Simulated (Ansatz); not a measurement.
Consider the formal loss of a carbene: `B[CH2][GeH2][F]` → `[BH2][GeH2][F]` + `[CH2]` (triplet).

Isolated molecules relaxed with PBE0-D4/def2-TZVP in Ansatz; ΔE leaves out vibrations. CBS: MP2 limit from def2 TZ/QZ plus the TZ coupled-cluster correction, frozen cores. This one scheme is used for every species. Functionals use def2-TZVPP. Triplets are unrestricted, without spin–orbit coupling. For Ge outer-core shells are correlated without core-valence functions, which leaves a few kJ/mol of doubt a bond. Scalar relativity is left out up to krypton. Each species was taken in one conformer, which may not be the lowest.

CCSD(T)/CBS gives +505.1 kJ/mol.

(1) Another level gave +495.5 kJ/mol. Which?
A. CCSD/def2-TZVPP
B. HF/def2-TZVPP
C. ωB97X-V/def2-TZVPP
D. B2PLYP/def2-TZVPP

Largest T1 diagnostic among the species: 0.012.

Answers

(1) D. B2PLYP 495.5, ωB97X-V 512.0, CCSD/def2-TZVPP 481.3, HF/def2-TZVPP 352.2 kJ/mol.

The D4 term adds +10.2 kJ/mol with B3LYP and +5.4 kJ/mol with PBE0; it sums over pairs of atoms, weighted by their polarisabilities, and B3LYP, whose exchange is more repulsive, gets the larger term. In def2-TZVPP, CCSD(T) changes the Hartree–Fock value by +141.8 kJ/mol (the triples alone add +12.7 kJ/mol) and MP2 by +161.8 kJ/mol. From PBE to PBE0 (25 % exact exchange), in def2-TZVPP and without D4, ΔE moves by −6.7 kJ/mol.

B3LYP here is the variant with VWN-RPA as its local correlation; programs differ in this.
